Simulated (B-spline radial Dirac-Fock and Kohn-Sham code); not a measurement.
## K-shell conversion coefficients of Tm against transition energy

Calculated with an atomic code on a B-spline grid, using a Dirac-Hartree-Slater potential of the neutral atom with a Latter tail (no hole, which puts coefficients of high multipoles low close above an edge), finite nucleus with surface currents. Subshells within 1 keV of threshold and pair formation are left out.

```tsv
energy (keV)	E1	E2	E5	M1	M4	M5
61.9	0.943	1.69	0.0598	10.5	196	76.2
100	0.276	1.04	26.7	2.61	363	1370
126	0.151	0.591	21.3	1.35	171	705
200	0.0452	0.163	5.79	0.369	27.2	103
289	0.0178	0.0574	1.55	0.135	5.79	18.8
338	0.0122	0.0373	0.869	0.0889	3.01	9.10
500	0.00495	0.0136	0.213	0.0320	0.625	1.56
614	0.00319	0.00837	0.106	0.0189	0.286	0.647
633	0.00299	0.00781	0.0962	0.0175	0.255	0.569
708	0.00238	0.00608	0.0669	0.0132	0.170	0.360
1000	0.00122	0.00295	0.0234	0.00564	0.0516	0.0952
1060	0.00110	0.00263	0.0198	0.00489	0.0427	0.0771
1280	0.000786	0.00182	0.0117	0.00310	0.0235	0.0398
2000	0.000372	0.000794	0.00376	0.00108	0.00640	0.00965
2050	0.000358	0.000759	0.00355	0.00102	0.00598	0.00897
```

**Question.** How fast do they fall between 1280 and 2050 keV?

**Answer.** As powers of the energy: E1 E^-1.67, E2 E^-1.86, E5 E^-2.54, M1 E^-2.36, M4 E^-2.90, M5 E^-3.17. Within one type (E or M) the higher multipoles fall faster.
